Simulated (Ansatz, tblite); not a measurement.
Removing and adding an electron: Cd₄H₁₄S₄. Charge 0, multiplicity 1. Geometry: PBE-D4/def2-SVP. Ansatz, gas phase; energy differences of separate SCF runs; the oxidised species was run as a doublet alone; the reduced species was run as a doublet alone.

Cartesian coordinates in Å:
```
Cd -0.9978 1.6546 2.3512
S -2.2576 0.4416 -1.2655
Cd 1.5491 0.1887 1.1988
S -0.8352 -1.2407 1.3335
S 1.9138 0.6931 -1.3341
Cd -0.0325 -0.0524 -2.7871
Cd 1.3862 -2.8570 1.4731
S 0.3113 -2.6927 -1.4638
H -1.2126 2.1587 0.6850
H -1.2694 1.4606 4.0088
H -1.7194 1.3180 -0.2417
H -2.6556 1.4760 -2.0618
H 0.3684 3.8432 -0.2410
H 1.2984 1.5354 2.2807
H -1.0111 -1.4052 2.6748
H 0.8856 4.3144 -0.5652
H 1.5380 2.0002 -1.2385
H -0.4376 -0.3097 -4.4185
H 1.2635 -4.4994 1.8480
H 2.5542 -1.4256 1.3111
H -0.9668 -2.9766 -1.0872
H 0.3272 -3.6253 -2.4604
```

In the def2 sets Cd takes a core potential; there is no spin–orbit coupling. The xTB rows come from tblite. HOMO above LUMO, or a gap near zero within one spin, warns that the state may not be the lowest or that an electron is smeared out. In the singlet geometry the species has come apart into loosely held pieces. In the singlet, H13 and H16 lie 0.77 Å apart (atoms count from 1), so H2 has formed as a molecule. In the doublet geometry the species has come apart into loosely held pieces.

```
                 level  −HOMO (eV)  vertical IE (eV)  −LUMO (eV)  vertical EA (eV)  HOMO–LUMO gap (eV)  IE − EA (eV)                                                                   remarks
              GFN1-xTB        9.36             11.77        5.37              3.67                3.99          8.10                                                                         –
              GFN2-xTB       10.31             12.37        6.94              4.36                3.37          8.01                                                                         –
      PBE-D4/def2-TZVP        6.10                 –        1.97              0.33                4.13             –  HOMO above zero (-1 doublet), gap within one spin near zero (-1 doublet)
     PBE0-D4/def2-TZVP        7.19              8.57        1.17              0.05                6.02          8.52                                              HOMO above zero (-1 doublet)
CAM-B3LYP-D4/def2-TZVP        8.43              8.95        0.28             -0.12                8.15          9.07                                              HOMO above zero (-1 doublet)
```

Relaxing the oxidised species (PBE-D4/def2-SVP) changes its energy by -0.52 eV at PBE0-D4/def2-TZVP, so the adiabatic ionisation energy to this nearest minimum is 8.05 eV. In the charge 1 doublet, H13 and H16 lie 0.77 Å apart (atoms count from 1), so H2 has formed as a molecule. Run but left out: PBE-D4/def2-TZVP (charge +1 doublet: an occupied level 0.01 eV above an empty one).   A HOMO above zero means that the electron is unbound at that level or that self-interaction error raises the level; the energy of removing that electron tells which. Raw xTB energy differences between charge states are shifted by several eV; the methods need an empirical correction for them. Sets without diffuse functions give affinities that are too small. A negative affinity means that the extra electron isn't bound; its size then hangs on the basis.
